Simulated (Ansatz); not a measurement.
`O=[CH][GeH3]` + CH₃NH₂ → `C[NH][GeH3]` + `C=O`  (ligand exchange at a Ge–C bond)

Isolated molecules relaxed with PBE0-D4/def2-TZVP in Ansatz; ΔE leaves out vibrations. CCSD(T)/CBS adds triple-zeta CCSD(T) − MP2 to the extrapolated MP2 energy (def2 sets, frozen cores). This one scheme is used for every species. DFT in def2-TZVPP. HSE06 is defined as in plane-wave codes. For Ge outer-core shells are correlated without core-valence functions, which leaves a few kJ/mol of doubt a bond. Scalar relativity is left out up to krypton.

```csv
level,ΔE (kJ/mol),difference from CCSD(T)/CBS
BLYP-D4,-14.4,9.2
B97M-V,-20.3,3.3
PBE0-D4,-16.3,7.3
r2SCANh-D4,-17.1,6.5
BHLYP-D4,-24.7,-1.1
ωB97X-V,-22.0,1.6
PBE,-8.2,15.4
revPBE,-6.9,16.7
r2SCAN,-14.9,8.7
r2SCANh,-16.4,7.2
HSE06,-14.2,9.4
CCSD/def2-SVP,-32.3,-8.7
CCSD(T)/def2-SVP,-31.8,-8.2
HF/def2-TZVPP,-30.2,-6.6
SCS-MP2/def2-TZVPP,-29.8,-6.2
CCSD/def2-TZVPP,-25.6,-2.0
CCSD(T)/CBS,-23.6,0
```

Largest T1 diagnostic among the species: 0.015.

From BLYP to BHLYP (50 % exact exchange), in def2-TZVPP and without D4, ΔE moves by −12.4 kJ/mol. The D4 term adds −3.7 kJ/mol with B3LYP and −2.1 kJ/mol with PBE0; it sums over pairs of atoms, weighted by their polarisabilities, and B3LYP, whose exchange is more repulsive, gets the larger term.

B3LYP here is the variant with VWN-RPA as its local correlation; programs differ in this.
